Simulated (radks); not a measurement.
The table gives one normalised radial function P(r) = r R(r) of Fe14+ in [Ne] 3s2 (r in bohr). Calculated with a radial shooting solver on a logarithmic mesh with Libxc functionals: non-relativistic Kohn-Sham, exchange-only LDA, spin-polarised, spherical densities, point nucleus.

r,P
0.006637,0.0215
0.007423,0.0266
0.008303,0.0330
0.009287,0.0407
0.01039,0.0502
0.01153,0.0609
0.01289,0.0749
0.01442,0.0919
0.01613,0.1125
0.01804,0.1374
0.02018,0.1672
0.02257,0.2030
0.02525,0.2455
0.02824,0.2958
0.03158,0.3548
0.03533,0.4236
0.03951,0.5030
0.0442,0.5938
0.04943,0.6965
0.05529,0.8110
0.06185,0.9368
0.06917,1.0725
0.07737,1.2159
0.08654,1.3637
0.0968,1.5111
0.1083,1.6526
0.1211,1.7812
0.1355,1.8892
0.1515,1.9686
0.1695,2.0118
0.1895,2.0124
0.212,1.9659
0.2371,1.8713
0.2652,1.7309
0.2967,1.5511
0.3318,1.3420
0.3712,1.1168
0.4118,0.9061
0.4606,0.6909
0.5152,0.4997
0.5763,0.3408
0.6446,0.2176
0.721,0.1291
0.8064,0.0705
0.902,0.0351
1.009,0.0158
1.128,0.0063
1.262,0.0022
1.412,0.0007
1.579,0.0002
1.766,0.0000
1.976,0.0000
2.21,0.0000

Which n and l does it have? It may be an empty orbital.

Answer. n = 2, l = 1: the number of nodes gives n - l - 1 = 0, the rise at small r (about r^(l+1)) gives l, and the extent must fit the shell. The curve is that of 2p. 2p: eigenvalue -1122.3 eV, 0 radial nodes, <r> = 0.233 bohr, 90 % of the charge inside 0.381 bohr.
